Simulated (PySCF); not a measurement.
Computed IR spectrum (relative IR intensity) of a molecule C6H5O, multiplicity 2. Geometry optimised at PBE0-D3(BJ)/def2-SVP. Other conformers were not sampled. Calculation: PBE0-D3(BJ)/def2-SVP run with PySCF. Harmonic, unscaled wavenumbers; measured fundamentals usually lie a few per cent lower.

Lines under 2 % of the strongest are left out, and lines within 2 cm⁻¹ are merged.

```
ν (cm⁻¹)  relative intensity
--------  ------------------
381                       81
416                      7.3
674                       17
755                       33
834                      7.6
846                      5.6
870                       11
1059                     7.9
1088                     6.7
1161                     4.4
1183                     100
1333                      68
1398                      19
1478                      19
1528                      81
1634                      12
1693                      85
3189                     6.5
3207                     3.3
3882                      61
```

### Question
Identify the compound among the candidates.
A. Oc1c[c]ccc1
B. [O]c1ccccc1
C. Oc1cc[c]cc1
D. Oc1[c]cccc1

### Answer
A, Oc1c[c]ccc1
